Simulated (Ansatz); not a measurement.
The cluster Be₈⁺, relaxed as a doublet with UKS r2SCAN/def2-SVP in Ansatz, starting from the GFN2-xTB geometry. Force threshold 0.02 eV/Å.

The charge 1 doublet is spin-contaminated (final ⟨S²⟩ up to 1.49, 0.75 for a pure state). The structure comes from a short search, and lower isomers may exist.

Start:

```xyz
8

Be    1.3723    0.2486    0.1860
Be    0.7802   -0.9760   -1.3761
Be   -0.1840    0.7496   -1.1748
Be    0.2313    0.2295    1.8348
Be   -1.1501   -1.0028   -1.0706
Be   -1.2633    0.3208    0.5215
Be    0.0738   -1.3210    0.4691
Be    0.1398    1.7513    0.6101
```

```csv
step,energy (eV),largest force component (eV/Å),SCF passes
1,-3192.5023,1.607,89
2,-3193.1116,0.534,64
3,-3193.2268,0.048,58
4,-3193.2284,0.009,53
```

Force components are those of the run's own axes.

End:

```xyz
8

Be    1.435    0.258    0.279
Be    0.801   -1.088   -1.503
Be   -0.242    0.733   -1.268
Be    0.261    0.300    1.981
Be   -1.213   -1.091   -1.196
Be   -1.306    0.416    0.570
Be    0.126   -1.416    0.425
Be    0.139    1.888    0.712
```

By distances, no bond broke or formed. The bond that changes most is Be3–Be8, from 2.07 to 2.32 Å (atoms count from 1).

No frequencies were taken in this run, so the end may be a saddle point.

It took 17 s on 4 threads of Arm Neoverse V1 on a shared host.
